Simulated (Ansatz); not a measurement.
**BrGeH5Si: structure from calculated spectroscopic constants**

These gas-phase data were calculated for one isomer of BrGeH5Si at PBE0-D3(BJ)/def2-SVP (harmonic, unscaled wavenumbers; equilibrium rotational constants with average atomic masses):

| Item | Value |
| --- | --- |
| rotational constants | 8.348, 0.9089, 0.8363 GHz |
| all wavenumbers above 1500 cm⁻¹ | 2247, 2236, 2171, 2167, 2151 |
| dipole moment | 1.40 D (PBE0/def2-TZVPD) |

Candidates:

(1) `[GeH3][SiH2]Br`, a singlet
(2) `[SiH3][GeH2][Br]`, a singlet

**Question.** Assign the data to one candidate and say why. Where the bands don't settle it, estimate the moments of inertia from typical bond lengths.

**Answer.** Candidate (1). The rotational constants decide: (2) would give 5.298, 1.387, 1.13 GHz.

The same quantities for all candidates:

|  | rotational constants (GHz) | wavenumbers above 1500 cm⁻¹ | dipole (D) | E above the lowest, PBE0-D3(BJ)/def2-SVP (kcal/mol) |
| --- | --- | --- | --- | --- |
| (1) | 8.348, 0.9089, 0.8363 | 2247, 2236, 2171, 2167, 2151 | 1.40 | 0.0 |
| (2) | 5.298, 1.387, 1.13 | 2256, 2248, 2228, 2164, 2155 | 2.11 | 1.6 |

Harmonic stretches to hydrogen usually lie a few per cent above observed fundamentals. Programs: Ansatz 0.2.0.
